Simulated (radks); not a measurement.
Problem. The mean radii <r> (bohr) of the occupied orbitals of an atom or ion are listed with their occupations. All-electron calculation, Dirac Kohn-Sham, exchange-only PBE, spin-unpolarised, spherical densities, finite nucleus; Fermi nuclear charge, rms radius of each element as measured or else 0.836 A^(1/3) + 0.57 fm. Program: a radial shooting solver on a logarithmic mesh with Libxc functionals.

orbital  occ.      <r>
1s1/2       2  0.01606
2s1/2       2  0.06687
2p1/2       2  0.05484
2p3/2       4  0.06373
3s1/2       2   0.1719
3p1/2       2   0.1623
3p3/2       4   0.1777
3d3/2       4   0.1540
3d5/2       6   0.1586
4s1/2       2   0.3477
4p1/2       2   0.3434
4p3/2       4   0.3662
4d3/2       1   0.3534

Name the element and its charge. Open shells, if any, fill j = l - 1/2 first.

Solution. Z = 82, lead, charge +45: Pb45+ in [Kr] 4d1. The 1s radius gives Z: for a bare nucleus <r> = (2 gamma + 1)/(2Z) with gamma = sqrt(1 - (Z/c)^2), 0.01587 bohr for Z = 82, and screening makes it slightly larger (0.01606 here). The occupations add up to 37, and the charge is Z minus that.
